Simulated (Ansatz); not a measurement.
Input file for C$_{2}$H$_{7}$AlClN (`C[NH][Al]([CH3])[Cl]`):

```yaml
crystal:
  periodic: [false, false, false]
  atoms:
    - {symbol: C, position_ang: [-1.496809, 0.749895, 0.896260]}
    - {symbol: N, position_ang: [-0.182444, 1.176994, 0.468142]}
    - {symbol: Al, position_ang: [1.062592, 0.253305, -0.369084]}
    - {symbol: C, position_ang: [0.878936, -1.602885, -0.893025]}
    - {symbol: Cl, position_ang: [2.834519, 1.316362, -0.787220]}
    - {symbol: H, position_ang: [-2.298113, 1.331044, 0.424786]}
    - {symbol: H, position_ang: [-1.658448, -0.296389, 0.625565]}
    - {symbol: H, position_ang: [-1.626057, 0.824184, 1.982481]}
    - {symbol: H, position_ang: [0.000341, 2.141362, 0.702950]}
    - {symbol: H, position_ang: [1.000436, -1.712890, -1.974500]}
    - {symbol: H, position_ang: [-0.092421, -2.020923, -0.618563]}
    - {symbol: H, position_ang: [1.654467, -2.215257, -0.423892]}
basis:
  gaussian: {orbitals: def2-SVP}
correlation: {method: ccsd_t}
```

```sh
$ ansatz run in.yaml --threads 4 --pin off --events-out ev --progress --plain
```

Log, shortened:

```
Functional definition: HF
1116 factors; integrals over basis functions are off by at most 1.4e-3 eV
mean field evaluation 1: about -22731.2156 eV, gradient 3.6e1 eV
mean field evaluation 2: about -22731.2226 eV, gradient 3.6e1 eV
mean field evaluation 4: about -22734.4498 eV, gradient 3.5e0 eV
mean field evaluation 8: about -22734.4899 eV, gradient 2.1e-4 eV
mean field -22734.48993219 eV, -835.4770950172 hartree, gradient 1.2e-6 eV, S^2 0.000000; 0 other end points of the search recorded, 0 dependent functions left out
13 core orbitals not correlated: weight in the atoms' cores, before any rotation towards them, 1.000 or more for the frozen orbitals, at most 0.000 for the correlated occupied ones
reference -22734.48993219 eV, -835.4770950172 hartree; 15, 15 occupied and 85, 85 virtual orbitals, 1116 factors
second order -17.70478596 eV of doubles, -0.00000000 eV of singles
cycle   1  -18.74871964 eV  change    -1.0e0 eV  update   8.7e-2
cycle   2  -19.18606970 eV  change   -4.4e-1 eV  update   2.6e-2
cycle   3  -19.26952071 eV  change   -8.3e-2 eV  update   1.3e-2
cycle   4  -19.26797224 eV  change    1.5e-3 eV  update   3.9e-3
cycle   5  -19.26705991 eV  change    9.1e-4 eV  update   1.8e-3
cycle   6  -19.26678105 eV  change    2.8e-4 eV  update   5.8e-4
cycle   7  -19.26667994 eV  change    1.0e-4 eV  update   1.8e-4
cycle   8  -19.26671078 eV  change   -3.1e-5 eV  update   5.0e-5
cycle   9  -19.26670462 eV  change    6.2e-6 eV  update   1.4e-5
perturbative correction -0.49356152 eV, -0.0181380511 hartree
Total energy: -22754.25019832 eV, -836.2032714036 hartree
```

Run time 8 s (4 threads of a server CPU on a shared host); peak host memory 0.55 GiB.

Correlation energy per correlated electron: -0.659 eV. T1 diagnostic: 0.0107.
